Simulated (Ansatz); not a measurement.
`[GeH3][SeH]` + HCl → `[Cl][GeH3]` + H₂Se at 400 K and 1 bar (ligand exchange at a Ge–Se bond).

Program: Ansatz. Geometries: PBE0-D4/def2-TZVP. ΔE: electronic, gas phase. CCSD(T)/CBS is the MP2 limit (def2-TZVPP, def2-QZVPP) plus CCSD(T) − MP2 in def2-TZVPP, frozen cores. This one scheme is used for every species. For Ge, Se outer-core shells are correlated without core-valence functions, which leaves a few kJ/mol of doubt a bond. Scalar relativity is left out up to krypton.

| species | CCSD(T)/CBS energy (Eh) | H − E (kJ/mol) | S (J/(mol·K)) |
| --- | --- | --- | --- |
| `[GeH3][SeH]` | -4479.23116 | 104.1 | 322.4 |
| HCl | -460.38127 | 29.6 | 195.4 |
| `[Cl][GeH3]` | -2537.71925 | 82.5 | 281.4 |
| H₂Se | -2401.89790 | 49.4 | 229.5 |

H − E and S are ideal-gas, rigid-rotor, harmonic terms from PBE0-D4/def2-TZVP. 1 Eh = 2625.50 kJ/mol, R = 8.31446 J/(mol·K).

Q: By hand: ΔE, ΔH, ΔS and ΔG.

A: ΔE = (-2537.71925) + (-2401.89790) − (-4479.23116) − (-460.38127) = -0.00472 Eh = -12.4 kJ/mol. Δ(H − E) = 82.5 + 49.4 − 104.1 − 29.6 = -1.8, so ΔH = -14.2 kJ/mol. ΔS = 281.4 + 229.5 − 322.4 − 195.4 = -6.9 J/(mol·K). ΔG = -14.2 − 400 × (-6.9)/1000 = -11.4 kJ/mol.

Q: By hand: the equilibrium constant, and the temperature at which ΔG would vanish if ΔH and ΔS stayed fixed.

A: log₁₀ K = −ΔG/(RT ln 10) = 1.5. ΔG = 0 at ΔH/ΔS = 2058 K, though so small a ΔS makes that figure unsure.

The number of gas molecules stays the same, so ΔS is small and ΔH decides. A doubt of 5 kJ/mol in ΔE shifts log₁₀ K by 0.7 here. These are equilibria of isolated gas molecules and say nothing of rates. Largest T1 diagnostic: 0.010 (customary marks: 0.02 for closed shells, 0.045 for open ones).
